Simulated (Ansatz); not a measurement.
Species: NbF2 (charge 0, quartet). The spin state was set by rule; other spins were not relaxed. 
Structure (B3LYP-D3(BJ)/def2-TZVP (Ansatz, an electronic-structure program) minimum search):
```xyz
3

Nb    -0.0678     0.0000     0.0000
F      0.1544     0.0000    -1.8728
F      0.1544     0.0000     1.8728
```
Charge 0, spin multiplicity 4.

Total electronic energies in hartree. Valence correlation only, unless marked. UHF or UKS for open shells. No spin-orbit coupling. Frozen are the shells of the preceding noble gas and the d and f shells that filled before the atom's block. Past Kr the def2 sets carry scalar-relativistic core potentials. STO-3G rows are all-electron and non-relativistic. CBS(X,Y): correlation extrapolated as X^-3; Hartree-Fock from the larger set. [CCSD(T)-MP2]/basis is that difference in the basis named.

| level | program | energy (Eh) |
|---|---|---|
| HF/def2-SVP | Ansatz | -255.20245 |
| PBE-D4/def2-TZVPD | Ansatz + dftd4 | -256.66023 |
| BLYP-D4/def2-TZVPD | Ansatz + dftd4 | -256.79652 |
| B97M-V/def2-TZVPD | Ansatz | -256.75830 |
| B3LYP-D4/def2-TZVPD | Ansatz + dftd4 | -256.84794 |
| B3LYP/def2-TZVPD | Ansatz | -256.84552 |
| PBE0/STO-3G | Ansatz | -3914.15059 |
| PBE0-D3(BJ)/def2-TZVP | Ansatz + dftd3 | -256.62097 |
| r2SCANh/def2-TZVPD | Ansatz | -256.74888 |
| HSE06-D4/def2-TZVPD | Ansatz + dftd4 | -256.61500 |
| CAM-B3LYP-D3(BJ)/def2-TZVPD | Ansatz + dftd3 | -256.74093 |
| CAM-B3LYP-D4/def2-TZVPD | Ansatz + dftd4 | -256.74116 |
| LC-wPBE-D4/def2-TZVPD | Ansatz + dftd4 | -256.73413 |
| wB97X-V/def2-TZVPD | Ansatz | -256.70944 |
| MP2/def2-QZVPP | Ansatz | -256.14135 |
| SCS-MP2/def2-SVP | Ansatz | -255.62350 |
| SCS-MP2/def2-SVPD | Ansatz | -255.66148 |
| CCSD/def2-TZVPPD | Ansatz | -256.08063 |
| CCSD/def2-QZVPP | Ansatz | -256.13595 |
| CCSD/CBS(def2-TZVPP,def2-QZVPP) | Ansatz | -256.1726 |
| RI-MP2/CBS(def2-TZVPP,def2-QZVPP)+[CCSD(T)-MP2]/def2-SVP | Ansatz | -256.1962 |
| RI-MP2/CBS(def2-TZVPPD,def2-QZVPPD)+[CCSD(T)-MP2]/def2-SVPD | Ansatz | -256.1967 |
| CCSD(T)/CBS(def2-TZVPP,def2-QZVPP) | Ansatz | -256.2003 |

Totals of different functionals don't rank their quality; only differences between species are comparable.
